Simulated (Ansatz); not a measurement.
A calculation with Ansatz (development build ahead of 0.2.0).

```yaml
crystal:
  periodic: [false, false, false]
  atoms:
    - { symbol: Li, position_ang: [1.0795, 0.02818, 0.06262] }
    - { symbol: Li, position_ang: [-1.03262, 0.09161, -0.01329] }
    - { symbol: F, position_ang: [0.04297, 1.40888, 0.02542] }
    - { symbol: F, position_ang: [-0.06643, -1.36719, -0.01346] }
basis:
  gaussian: { orbitals: def2-SVP }
hamiltonian:
  xc: hf
correlation:
  method: mp2
  frozen_orbitals: { F: 1, Li: 0 }
```

The input is written out in the form of the current development build from the run's settings.

Output:

| Quantity | Value |
| --- | --- |
| Converged | yes |
| Reference energy | -213.80709 hartree |
| Correlation energy | -0.40877 hartree |
| Total energy | -214.21586 hartree |
| Spin squared of the determinant | 0.000 |
